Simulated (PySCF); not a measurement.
C₂H₇BeNO, SMILES C[N](C)[Be][OH]. Atoms are numbered in the order given.

```xyz
12

Be    -1.0470    -0.0402     0.0000
O     -2.4692    -0.0765     0.0000
H     -3.1168     0.6266     0.0000
N      0.4570    -0.0169     0.0000
C      1.2503     0.0121     1.2008
C      1.2503     0.0121    -1.2008
H      1.8745     0.9268     1.2686
H      1.9423    -0.8522     1.2652
H      0.6116    -0.0149     2.0983
H      1.9423    -0.8522    -1.2652
H      1.8745     0.9268    -1.2686
H      0.6116    -0.0149    -2.0983
```

Geometry optimised at PBE0-D3(BJ)/def2-SVP. The structure was generated by enumeration; whether it is a known compound was not checked. One conformer was computed; it need not be the lowest.

Computed with HF/pcSseg-1 run with PySCF.

GIAO shieldings, no solvent; atoms alike by connectivity are averaged. δ = σ(ref) − σ: ¹⁷O against H2O (σ = 333.0 ppm); ¹H against TMS (σ = 31.99 ppm); ¹⁵N against NH3 (σ = 267.3 ppm); ¹³C against TMS (σ = 192.6 ppm), references at their B3LYP-D3(BJ)/def2-TZVP geometries, non-relativistic.

| nucleus | atoms | count | δ (ppm) |
|---|---|---|---|
| ¹⁷O | O2 | 1 | 10.1 |
| ¹H | H7, H8, H9, H10, H11, H12 | 6 | 2.65 |
| ¹H | H3 | 1 | 2.12 |
| ¹⁵N | N4 | 1 | 12.8 |
| ¹³C | C5, C6 | 2 | 38.8 |
